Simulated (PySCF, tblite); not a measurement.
Compound: C7H15P.
Cartesian coordinates in Å at the PBE0-D3(BJ)/def2-SVP level; atoms count from 1:
```xyz
23
C7H15P angstrom
C     -2.922    0.455   -0.136
C     -1.909   -0.283    0.727
C     -0.494    0.290    0.657
P      0.276    0.101   -1.033
C      0.998   -1.632   -0.844
C      2.241   -1.077   -0.133
C      2.107    0.380   -0.611
C      2.542    1.495    0.312
H     -2.636    0.435   -1.199
H     -3.000    1.513    0.163
H     -3.924    0.008   -0.047
H     -1.886   -1.351    0.443
H     -2.242   -0.267    1.779
H      0.142   -0.173    1.429
H     -0.520    1.372    0.873
H      1.225   -2.044   -1.839
H      0.392   -2.370   -0.297
H      2.120   -1.128    0.961
H      3.199   -1.572   -0.370
H      2.606    0.494   -1.589
H      2.317    2.485   -0.115
H      3.630    1.452    0.492
H      2.044    1.430    1.292
```

Jobs on this species (23 atoms, 72 electrons) with PySCF (density fitting) and tblite. Hardware of each: Arm Neoverse V1, one thread, on a shared host. Times come from a shared host and carry two figures at best.

```
                 level and settings                                                                           work  basis functions  SCF cycles  wall time
                           GFN2-xTB                                                  Hessian by finite differences                –           –     0.98 s
       PBE0/pcSseg-1, IEF-PCM water                                             shieldings, ring-centre shieldings              218           ?          ?
                   wB97X-D/pcSseg-1                                             shieldings, ring-centre shieldings              218           ?          ?
 PBE0-D3(BJ)/def2-SVP, grid level 1                   geometry optimisation from a GFN2-xTB start shaken at random              191           ?          ?
PBE0/pcSseg-1, IEF-PCM acetonitrile                shieldings, ring-centre shieldings, charges and field gradients              218          12       44 s
                    B3LYP/def2-SVPD  10 singlets by full TDDFT, 4 Tamm–Dancoff triplets, polarisability, ΔSCF ions              284          14    2.7 min
                           GFN2-xTB                                                              L-BFGS relaxation                –           –      1.2 s
                      PBE0/pcSseg-1                shieldings, ring-centre shieldings, charges and field gradients              218          12       40 s
```

Problem. Fill in the missing figures.

Solution. 
- PBE0/pcSseg-1, IEF-PCM water; shieldings, ring-centre shieldings: 42 s, 12 SCF cycles
- wB97X-D/pcSseg-1; shieldings, ring-centre shieldings: 55 s, 13 SCF cycles
- PBE0-D3(BJ)/def2-SVP, grid level 1; geometry optimisation from a GFN2-xTB start shaken at random: 2.5 min, 47 SCF cycles

Problem. What do all jobs in the table cost together?

Solution. About 8.3 min; the longest takes about 33 % of that, and about 170 times as long as the shortest.
